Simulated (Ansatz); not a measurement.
Cost and result for the atomization energy of C₂H₂FNSe, SMILES `FC1=NC[Se]1` (7 atoms, 7 bonds).

Total charge 0; spin multiplicity 1. Correlated methods include outer-core shells of Se, which these sets cover unevenly. Scalar relativity is left out up to krypton. The structure was optimised at the PBE0-D4/def2-TZVP level. Program: Ansatz. All runs use 4 threads of an Intel Xeon Platinum 8488C on a shared host. Times are those of one run each, without the atoms' runs, and a repeat can differ threefold. Electronic energies, without spin–orbit coupling; frozen cores. CCSD(T)/CBS adds CCSD(T) − MP2 in def2-TZVPP to the MP2 limit, and its time is that of the two runs behind it. T1 = 0.013. With those shells the extrapolation isn't a true limit.

CCSD(T)/CBS is a level of theory with its own doubt, some kJ/mol a heavy atom from the limit and from the frozen cores, so smaller differences don't rank the functionals.

```
                             level  functions  wall time  atomization (kcal/mol)  difference from CCSD(T)/CBS  per bond
            LDA (SPW92)/def2-TZVPP        200      1.4 s                   789.9                        143.2      20.5
              revPBE-D4/def2-TZVPP        200        2 s                   663.5                         16.8       2.4
   PBE-D4/def2-TZVPP (with forces)        200      2.4 s                   688.1                         41.4       5.9
                PBE0-D4/def2-TZVPP        200      3.1 s                   658.5                         11.8       1.7
               BHLYP-D4/def2-TZVPP        200      3.3 s                   608.1                        -38.6      -5.5
r2SCAN-D4/def2-TZVPP (with forces)        200      4.3 s                   652.5                          5.8       0.8
             r2SCANh-D4/def2-TZVPP        200      4.6 s                   643.2                         -3.5      -0.5
                ωB97X-V/def2-TZVPP        200        7 s                   651.2                          4.5       0.6
                 B97M-V/def2-TZVPP        200      7.5 s                   649.0                          2.3       0.3
                  CCSD(T)/def2-SVP         98      7.5 s                   600.8                        -45.9      -6.6
                    MP2/def2-QZVPP        377       25 s                   663.7                         17.0       2.4
                CCSD(T)/def2-TZVPP        200       95 s                   624.7                        -22.0      -3.1
                 CCSD(T)/CBS(def2)          –      120 s                   646.7                          0.0       0.0
```

From PBE to PBE0 (25 % exact exchange), in def2-TZVPP and without D4, the atomization energy moves by −28.9 kcal/mol: exact exchange takes away binding that semilocal exchange gives to molecules. Leaving LDA and LC-ωPBE aside and taking each functional with its dispersion term where it has one, the values spread over 80.0 kcal/mol, from BHLYP-D4 to PBE-D4. LDA lies +105.7 kcal/mol from PBE without D4, its usual overbinding. In def2-TZVPP, CCSD(T) changes the Hartree–Fock value by +221.6 kcal/mol (the triples alone add +19.4 kcal/mol) and MP2 by +247.6 kcal/mol; breaking electron pairs costs correlation energy, which Hartree–Fock lacks.

For some Ge, Se and Sn compounds the MP2-based and the directly extrapolated limit differ by 10 to 25 kJ/mol.
